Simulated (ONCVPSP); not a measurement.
**Potentials for carbon (C) compared**

Generated with ld1.x 7.5 (TM, RRKJ, ultrasoft, PAW), atompaw 4.2 or ONCVPSP 4.0.1. The cutoff is in Ry: for ld1.x and atompaw files where the sum of valence levels is converged to 10 mRy in a Bessel basis, for ONCV files where the hardest occupied wave has 1 mHa per electron of residual kinetic energy. The error is the largest all-electron minus pseudo excitation energy over each file’s own four to seven test configurations (ionisations up to +4, promotions, holes and added fractions of an electron), all of which were solved. The labels leave out finer settings (local radius, basis sizes, second energies), which also bear on the numbers. Spin-polarised tests are not counted. The rows are a selection from randomly drawn settings: files with unsolved tests, undetermined cutoffs or missed reference levels are left out.

```csv
potential,cutoff (Ry),largest error (meV),bound ghosts
"ONCV, PBEsol, scalar-relativistic, rc 1.35/2.55/2.55 (spd), local smoothed, core correction yes, reference 2s1 2p3, qcut 4.6/7.2/3.9, projectors 2/2/2",33,+1361,none
"ONCV, PBE, scalar-relativistic, rc 0.90/1.50/1.40 (spd), local s, core correction yes, reference 2s2 2p2, qcut 8.6/4.5/5.8, projectors 0/2/1",87,+637,none
"ONCV, PBE, scalar-relativistic, rc 1.15/1.65/1.35 (spd), local s, core correction no, reference 2s2 2p2, qcut 6.8/9.8/7.1, projectors 0/1/1",47,+351,none
```

Problem. Fill in the row for C: ONCV, LDA (Perdew-Zunger), non-relativistic, rc 1.10/2.50/2.65 (spd), local s, core correction yes, reference 2s2 2p2, qcut 5.5/5.8/4.2, projectors 0/2/1.

Solution. cutoff 57 Ry, largest error +1162 meV, bound ghosts: none.

Problem. Fill in the row for C: ONCV, PBEsol, scalar-relativistic, rc 1.40/2.05/2.05 (spd), local smoothed, core correction yes, reference 2s1 2p3, qcut 4.7/8.2/5.6, projectors 3/3/1.

Solution. cutoff 64 Ry, largest error +316 meV, bound ghosts: none.
